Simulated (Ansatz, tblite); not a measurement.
Forces on Si(vinyl)3(NiPr2) (C12H23NSi) at its r2SCAN-D4/def2-SVP geometry. Total charge 0; singlet.

The xTB rows come from tblite. Single mean-field runs in def2-TZVP are fitted with def2-universal-jkfit.

GFN2-xTB (tblite), largest force 1.31 eV/Å:

```xyz
37
positions Å, forces eV/Å
Si   -0.272   -0.473   -0.897    0.081    0.405    0.700
C    -2.142   -0.493   -1.084   -1.017    0.205   -0.742
C    -2.767   -0.152   -2.223    0.259   -0.186    0.516
H    -2.773   -0.843   -0.254    0.340    0.168   -0.406
H    -2.211    0.189   -3.105   -0.324   -0.190    0.550
H    -3.858   -0.207   -2.329    0.570    0.046    0.018
C     0.483    0.311   -2.429    0.553   -0.005   -1.120
C     1.031   -0.383   -3.439   -0.257    0.325    0.483
H     0.450    1.409   -2.517    0.035   -0.559    0.026
H     1.092   -1.479   -3.411   -0.044    0.662   -0.016
H     1.442    0.103   -4.333   -0.202   -0.287    0.463
C     0.319   -2.258   -0.805   -0.170   -1.296   -0.021
C    -0.459   -3.334   -1.013    0.333    0.416    0.085
H     1.374   -2.440   -0.544   -0.507    0.079   -0.126
H    -1.518   -3.231   -1.282    0.635   -0.049    0.167
H    -0.079   -4.361   -0.931   -0.223    0.533   -0.066
N     0.252    0.466    0.485    0.107   -0.032    0.046
C     1.668    0.867    0.526   -0.115   -0.150   -0.316
C     1.832    2.378    0.720   -0.034    0.435    0.237
C     2.490    0.074    1.550    0.156   -0.161    0.404
C    -0.515    0.649    1.725    0.469    0.068    0.034
C    -1.670    1.638    1.550   -0.404    0.164   -0.235
C    -0.979   -0.679    2.333   -0.285   -0.442   -0.011
H     2.083    0.627   -0.471   -0.193    0.039    0.281
H     1.444    2.705    1.699    0.153   -0.152   -0.407
H     2.895    2.667    0.674   -0.439   -0.197   -0.035
H     1.286    2.928   -0.063    0.216   -0.279    0.301
H     2.160    0.277    2.582    0.116   -0.070   -0.438
H     2.396   -1.009    1.372   -0.007    0.463    0.016
H     3.557    0.343    1.488   -0.465   -0.082   -0.062
H     0.178    1.101    2.457   -0.179   -0.096   -0.174
H    -2.414    1.260    0.831    0.353    0.102    0.275
H    -1.296    2.599    1.164   -0.110   -0.402    0.171
H    -2.184    1.822    2.508    0.294   -0.113   -0.373
H    -1.491   -0.517    3.296    0.271    0.025   -0.382
H    -1.683   -1.205    1.668    0.343    0.292    0.237
H    -0.123   -1.350    2.502   -0.312    0.321   -0.081
```

r2SCAN-D4/def2-TZVP (Ansatz), largest force 0.45 eV/Å:

```
Si 0.105 0.119 0.190
C -0.216 0.033 -0.164
C 0.076 -0.065 0.117
H 0.171 0.112 -0.252
H -0.172 -0.101 0.302
H 0.342 0.020 0.037
C 0.116 -0.040 -0.249
C -0.058 0.077 0.133
H 0.023 -0.319 0.014
H -0.023 0.358 -0.001
H -0.137 -0.150 0.277
C -0.074 -0.250 -0.020
C 0.094 0.120 0.000
H -0.304 0.036 -0.073
H 0.343 -0.022 0.094
H -0.120 0.322 -0.018
N -0.164 -0.216 -0.358
C 0.129 -0.049 -0.206
C 0.003 0.232 0.053
C 0.111 -0.116 0.180
C 0.158 0.101 0.210
C -0.185 0.133 -0.064
C -0.086 -0.212 0.064
H -0.113 0.053 0.244
H 0.103 -0.093 -0.253
H -0.273 -0.094 0.011
H 0.146 -0.156 0.207
H 0.084 -0.046 -0.271
H 0.019 0.293 0.039
H -0.281 -0.056 0.004
H -0.170 -0.113 -0.191
H 0.200 0.093 0.196
H -0.089 -0.254 0.105
H 0.143 -0.061 -0.235
H 0.133 -0.020 -0.248
H 0.182 0.149 0.171
H -0.217 0.184 -0.045
```

ωB97X-V/def2-TZVP (Ansatz), largest force 0.47 eV/Å:

```
Si 0.118 0.175 0.227
C -0.354 0.041 -0.266
C 0.164 -0.100 0.242
H 0.152 0.114 -0.250
H -0.154 -0.091 0.275
H 0.321 0.018 0.048
C 0.179 -0.054 -0.403
C -0.115 0.136 0.254
H 0.028 -0.309 -0.001
H -0.023 0.325 0.000
H -0.131 -0.128 0.268
C -0.113 -0.435 -0.008
C 0.173 0.259 0.017
H -0.292 0.018 -0.067
H 0.309 -0.017 0.089
H -0.097 0.313 -0.021
N -0.169 -0.241 -0.363
C 0.081 -0.078 -0.276
C 0.007 0.232 0.068
C 0.105 -0.107 0.192
C 0.247 0.129 0.190
C -0.210 0.128 -0.074
C -0.101 -0.227 0.060
H -0.084 0.066 0.262
H 0.088 -0.075 -0.217
H -0.232 -0.085 0.004
H 0.123 -0.134 0.169
H 0.074 -0.043 -0.231
H 0.016 0.239 0.027
H -0.244 -0.046 -0.008
H -0.192 -0.113 -0.177
H 0.169 0.091 0.179
H -0.067 -0.212 0.093
H 0.129 -0.056 -0.198
H 0.120 -0.009 -0.216
H 0.149 0.122 0.147
H -0.174 0.157 -0.033
```
